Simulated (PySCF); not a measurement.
F4Ti, SMILES [F][Ti-]([F])([F])[F] (connectivity only; charge and spin as stated), charge -1, multiplicity 2.

Coordinates come from a PBE0-D3(BJ)/def2-SVPD optimisation. The multiplicity is an assumed one; other spin states were not compared.

Method: PBE0-D3(BJ)/def2-SVPD (PySCF 2.14.0).

Frequencies are harmonic and unscaled.

Modes within 1.5 cm⁻¹ of each other (mostly degenerate sets) share a row, with their intensities summed.

```csv
mode,ν (cm⁻¹),IR (km/mol),moving atoms (share of kinetic energy)
1,120,0.0,F 100 %
2,155,0.0,F 100 %
3,177,35.7,"F 67 %, Ti 33 %"
4–5,187,43.7,"F 80 %, Ti 20 %"
6,563,199.6,"F 72 %, Ti 28 %"
7,582,0.0,F 100 %
8–9,636,575.8,"F 59 %, Ti 41 %"
```
